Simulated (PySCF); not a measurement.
Theory: PySCF 2.14.0, delta-SCF UKS SCAN, pcX-2 on the ionised atom, pcseg-1 elsewhere, spin-free X2C. Geometries: PBE0-D3(BJ)/def2-SVP; isolated species, one conformer each. Values against the vacuum level. For 2p shells one spin-free hole was relaxed; a mean-field spin–orbit operator and the ground-state splitting of the three 2p orbitals were then diagonalised within the shell. The shell's mean is (2 × 2p3/2 + 2p1/2)/3, and the degeneracies 2j + 1 give areas of 2:1.

(1) Rank by computed C 1s binding energy, lowest first.
A. Carbon in `S[SiH]1OCCO1`
B. C4 in `[BH2:1]/[CH:2]=[CH:3]/[CH:4]=[CH2:5]`
C. C3 in `[CH3:1][N+:2]1([CH3:3])[GaH2-:4][CH2:5][CH2:6][C@@H:7]1[O:8][SiH3:9]`
D. C1 in `[CH2:1]=[CH:2][CH2:3][SiH:4]([SiH3:5])[SiH3:6]`

(2) Rank by computed Si 1s binding energy, lowest first.
A. Silicon in `C[N+]1(C)[GaH2-][CH2]C[C@@H]1O[SiH3]`
B. Si4 in `[CH2:1]=[CH:2][CH2:3][SiH:4]([SiH3:5])[SiH3:6]`
C. Silicon in `S[SiH]1OCCO1`

(3) Order these sites by rising Si 2p3/2 binding energy.
A. Si4 in `[CH2:1]=[CH:2][CH2:3][SiH:4]([SiH3:5])[SiH3:6]`
B. Silicon in `C[N+]1(C)[GaH2-][CH2]C[C@@H]1O[SiH3]`
C. Silicon in `S[SiH]1OCCO1`

## Answers

(1) D (289.87 eV), B (291.00 eV), C (291.86 eV), A (292.61 eV).

From the lowest up, the atoms are bonded to: C (double bond) and 2 H (289.87); C (double bond), C and H (291.00); N and 3 H (291.86); O, C and 2 H (292.61).

(2) B (1845.65 eV), A (1847.54 eV), C (1848.14 eV).

The highest is bonded to 2 O, S and H, the lowest to C, H and 2 Si; the range is 2.49 eV.

(3) A (105.96 eV), B (107.64 eV), C (108.10 eV).

From the lowest up, the atoms are bonded to: C, H and 2 Si (105.96); O and 3 H (107.64); 2 O, S and H (108.10).

1 of these hole states is spin-contaminated (⟨S²⟩ 0.92, against 0.75; counted from 0.85) and less certain.
